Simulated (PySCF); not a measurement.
Precursor series Ti Br-H. All species are isolated molecules in the gas phase.

The HOMO–LUMO gap from two functionals at the same geometries (TPSS-D3(BJ)/def2-SVP), both in PySCF: PBE-D3(BJ)/def2-TZVP and TPSSh-D3(BJ)/def2-TZVP. 

```csv
species,PBE-D3(BJ)/def2-TZVP (eV),TPSSh-D3(BJ)/def2-TZVP (eV)
0 of 4 Br replaced by H ([Ti(Br)4]),3.01,3.89
2 of 4 Br replaced by H ([Ti(Br)2(H)2]),3.11,4.49
3 of 4 Br replaced by H ([Ti(Br)(H)3]),3.15,4.61
4 of 4 Br replaced by H ([Ti(H)4]),3.12,4.64
```

Over these rows, drawn at random from the members with no instability flagged (it was tested for open shells, ions and some series alone), PBE minus TPSSh-D3(BJ): mean -1.31 eV, from -1.53 eV to -0.88 eV.
